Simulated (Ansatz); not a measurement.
`[CH3][Ga]([OH])[GeH3]` + H₂O → `[CH3][Ga]([OH])[OH]` + GeH₄  (formal hydrolysis of a Ga–Ge bond)

Program: Ansatz. Geometries: PBE0-D4/def2-TZVP. ΔE: electronic, gas phase. CCSD(T)/CBS adds triple-zeta CCSD(T) − MP2 to the extrapolated MP2 energy (def2 sets, frozen cores). This one scheme is used for every species. Functionals use def2-TZVPP. B3LYP here is the variant with VWN-RPA as its local correlation; programs differ in this. For Ga, Ge outer-core shells are correlated without core-valence functions, which leaves a few kJ/mol of doubt a bond. Scalar relativity is left out up to krypton. One conformer a species, not always the lowest.

`[CH3][Ga]([OH])[GeH3]`:

```xyz
11

C     1.695   -0.989    0.096
Ga   -0.062   -0.154    0.402
O    -0.901   -0.527    1.948
Ge   -1.379    1.324   -1.017
H     2.236   -0.508   -0.720
H     2.306   -0.942    1.001
H     1.559   -2.043   -0.160
H    -0.417   -1.120    2.526
H    -0.478    2.272   -1.832
H    -2.195    0.503   -2.035
H    -2.365    2.182   -0.209
```

H₂O:

```xyz
3

O     0.348   -0.063    0.163
H    -0.505   -0.391    0.459
H     0.157    0.454   -0.622
```

`[CH3][Ga]([OH])[OH]`:

Z-matrix (Å, degrees):
```
C
Ga 1 1.941
H 1 1.090 2 110.5
H 1 1.091 2 109.9 3 -120.3
H 1 1.091 2 110.2 3 121.0
O 2 1.791 1 121.3 3 7.8
O 2 1.791 1 121.2 3 -172.3
H 6 0.959 2 115.4 1 179.7
H 7 0.959 2 115.3 1 -179.8
```

GeH₄:

Z-matrix (Å, degrees):
```
Ge
H 1 1.534
H 1 1.534 2 109.5
H 1 1.534 2 109.5 3 -120.0
H 1 1.534 2 109.5 3 120.0
```

```
             level  ΔE (kJ/mol)  difference from CCSD(T)/CBS
         r2SCAN-D4        -28.6                         -3.1
          B3LYP-D4        -25.7                         -0.2
        r2SCANh-D4        -27.5                         -2.0
        r2SCAN0-D4        -26.3                         -0.8
              PBE0        -20.7                          4.8
             BHLYP        -34.4                         -8.9
         CAM-B3LYP        -37.0                        -11.5
      MP2/def2-SVP        -47.5                        -22.0
SCS-MP2/def2-QZVPP        -35.7                        -10.2
    CCSD/CBS(def2)        -26.3                         -0.8
       CCSD(T)/CBS        -25.5                            0
```

Largest T1 diagnostic among the species: 0.014.

Leaving LDA and LC-ωPBE aside and taking each functional with its dispersion term where it has one, the values, not all of them listed here, spread over 19.0 kJ/mol, from B97M-V to PBE-D4. At CCSD(T), def2-SVP lies −17.8 kJ/mol from the extrapolated value and def2-TZVPP −4.1 kJ/mol. The D4 term adds +4.4 kJ/mol with B3LYP and +2.7 kJ/mol with PBE0; it sums over pairs of atoms, weighted by their polarisabilities, and B3LYP, whose exchange is more repulsive, gets the larger term.

CCSD(T)/CBS has its own doubt, a few kJ/mol and more with outer-core shells, so smaller differences from it don't rank the levels.
